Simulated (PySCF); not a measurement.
Level of theory: TPSSh-D3(BJ)/def2-TZVP // PBE-D3(BJ)/def2-SVP (PySCF). Gas-phase values, no solvent. One relaxed conformer stands for a flexible species; it need not be the lowest. 

Reference species: [Zn(OH)2] (neutral, multiplicity 1).

```json
{
  "charge on the central atom (meta-Löwdin)": "1.28 e",
  "coordination_number": "2"
}
```

Changed species: [Zn(OH)(CH3)] (1 of 2 OH replaced by CH3; the reference has 0 of 2 OH replaced by CH3).

Q: What does the change do to the charge on the central atom (meta-Löwdin) and coordination number?

A: the charge on the central atom (meta-Löwdin) falls by 0.14 e, to 1.14 e; the coordination number hardly moves.
